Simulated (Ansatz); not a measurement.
`CC[SiH](F)[SiH3]` + H₂ → `C[SiH](F)[SiH3]` + CH₄ at 500 K and 1 bar (hydrogenolysis of a C–C bond).

Gas-phase electronic energies from Ansatz, PBE0-D4/def2-TZVP geometries. CCSD(T)/CBS adds triple-zeta CCSD(T) − MP2 to the extrapolated MP2 energy (def2 sets, frozen cores). This one scheme is used for every species. One conformer a species, not always the lowest.

| species | CCSD(T)/CBS energy (Eh) | H − E (kJ/mol) | S (J/(mol·K)) |
| --- | --- | --- | --- |
| `CC[SiH](F)[SiH3]` | -759.53732 | 325.6 | 465.2 |
| H₂ | -1.17544 | 41.0 | 145.5 |
| `C[SiH](F)[SiH3]` | -720.28056 | 240.9 | 418.8 |
| CH₄ | -40.46206 | 135.6 | 206.8 |

H − E and S are ideal-gas, rigid-rotor, harmonic terms from PBE0-D4/def2-TZVP, for one conformer and one mirror image of each species. The MP2-based limit puts H₂ 0.8 mEh under its directly extrapolated value; such offsets cancel only in part. 1 Eh = 2625.50 kJ/mol, R = 8.31446 J/(mol·K).

Task: By hand: ΔE, ΔH, ΔS and ΔG.

Result: ΔE = (-720.28056) + (-40.46206) − (-759.53732) − (-1.17544) = -0.02986 Eh = -78.4 kJ/mol. Δ(H − E) = 240.9 + 135.6 − 325.6 − 41.0 = 9.9, so ΔH = -68.5 kJ/mol. ΔS = 418.8 + 206.8 − 465.2 − 145.5 = 14.9 J/(mol·K). ΔG = -68.5 − 500 × (14.9)/1000 = -76.0 kJ/mol.

Task: By hand: the equilibrium constant, and the temperature at which ΔG would vanish if ΔH and ΔS stayed fixed.

Result: log₁₀ K = −ΔG/(RT ln 10) = 7.9. ΔH and −TΔS have one sign here, so there is no such temperature.

The number of gas molecules stays the same, so ΔS is small and ΔH decides. A doubt of 5 kJ/mol in ΔE shifts log₁₀ K by 0.5 here. Other conformers and mirror images would add mixing entropy, several J/(mol·K) or more a flexible species. These are equilibria of isolated gas molecules and say nothing of rates. Largest T1 diagnostic: 0.012 (customary marks: 0.02 for closed shells, 0.045 for open ones).
